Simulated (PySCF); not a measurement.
H3Ti, SMILES [TiH3+] (connectivity only; charge and spin as stated), charge +1, multiplicity 1. Coordinates come from a PBE-D3(BJ)/def2-TZVPD optimisation. The multiplicity is an assumed one; other spin states were not compared.

All values below come from PBE-D3(BJ)/def2-TZVPD (PySCF 2.14.0).

Harmonic wavenumbers (cm⁻¹): 228, 602, 839, 1660, 1767, 2150. Rotational constants (GHz): 159.9, 83.22, 60.65; symmetry number 1.

**Question.** Work out the zero-point energy and the ideal-gas rigid-rotor harmonic-oscillator thermochemistry at 298.15 K and 1 atm.

**Answer.** ZPE = ½ Σ hcν = ½ × 7245 cm⁻¹ = 10.36 kcal/mol. H − E(el) = 13.20 kcal/mol. Entropy in cal/(mol K): translation 37.70, rotation 16.64, vibration 2.53, total 56.87. G − E(el) = -3.76 kcal/mol. Cp = 11.44 cal/(mol K).
